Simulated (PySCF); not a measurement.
# Excited states of Ti¹⁸⁺ (titanium, charge +18)

Ground state [He] 2s2, ¹S. All numbers are calculated (PySCF 2.14, the spin-free X2C one-electron Hamiltonian (Gaussian nucleus), in an uncontracted even-tempered set (19 s from 0.608 bohr⁻², ratio 2.5; 10 p from 0.823 bohr⁻², ratio 2.7; 8 d from 0.914 bohr⁻², ratio 2.7; 4 f from 27 bohr⁻², ratio 2.7)). Vertical excitation energies in eV without spin-orbit coupling; excited terms of each kind are numbered among those the solver found. Frozen: nothing.

```csv
term,leading excitation,EOM-EE-CCSD
1 3P°,2s → p,40.680
1 1P°,2s → p,72.964
```

Only the lower part of the computed list is shown. Doubly excited terms such as np² are absent. The solver can miss terms. The 12 highest virtual orbitals were dropped.
